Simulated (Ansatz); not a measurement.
Reaction (isomerisation): `OC[SiH2]O[SiH3]` → `O[SiH2]C[SiH2]O`

Program: Ansatz. Geometries: PBE0-D4/def2-TZVP. ΔE: electronic, gas phase. CBS: MP2 limit from def2 TZ/QZ plus the TZ coupled-cluster correction, frozen cores. Functionals use def2-TZVPP. B3LYP here is the variant with VWN-RPA as its local correlation; programs differ in this. Each species was taken in one conformer, which may not be the lowest.

| level | ΔE (eV) |
| --- | --- |
| PBE-D4 | -1.23 |
| B2PLYP | -1.17 |
| B3LYP | -1.10 |
| HF/def2-TZVPP | -0.96 |

(1) What does CCSD(T)/CBS give? (Best estimate.)

Largest T1 diagnostic among the species: 0.011.

## Answers

(1) The calculation gave: -1.23 eV. The listed levels differ from it by 0.00, 0.06, 0.13, 0.27 eV.

In def2-TZVPP, CCSD(T) changes the Hartree–Fock value by −0.25 eV (the triples alone add −0.03 eV) and MP2 by −0.34 eV.
